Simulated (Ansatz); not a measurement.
Correlation energies of C₂H₇F₂NOSi, SMILES `CN[Si](F)(F)OC` by basis set

Cartesian coordinates in Å:
```
C -0.870 2.230 -1.062
N -0.702 1.160 -0.100
Si 0.201 -0.234 -0.311
F -0.481 -1.364 -1.203
F 1.512 0.122 -1.131
O 0.507 -0.862 1.141
C 0.883 -2.195 1.418
H -0.115 2.142 -1.844
H -0.735 3.207 -0.591
H -1.854 2.211 -1.543
H -1.296 1.220 0.710
H 0.676 -2.393 2.471
H 0.321 -2.906 0.806
H 1.952 -2.338 1.238
```

The species carries charge 0 and has multiplicity 1. The geometry is a stationary point of PBE0-D4/def2-TZVP. It is one conformer, not always the lowest. Frozen core, restricted reference, Ansatz 0.2.0. CBS rows extrapolate triple and quadruple zeta; past MP2 they add the triple-zeta difference.

```csv
basis,HF (Eh),MP2 corr.
def2-TZVPP,-697.35311,-1.40152
def2-QZVPP,-697.38311,-1.51679
```

Task: Estimate the CCSD correlation energy and the (T) correction in each basis where they were run (hartree).

Result: 
```json
{"basis": "def2-TZVPP", "CCSD corr.": "-1.43805", "(T)": "-0.04834"}
{"basis": "CBS(def2)", "CCSD corr.": "-1.63871", "(T)": "as TZ"}
```
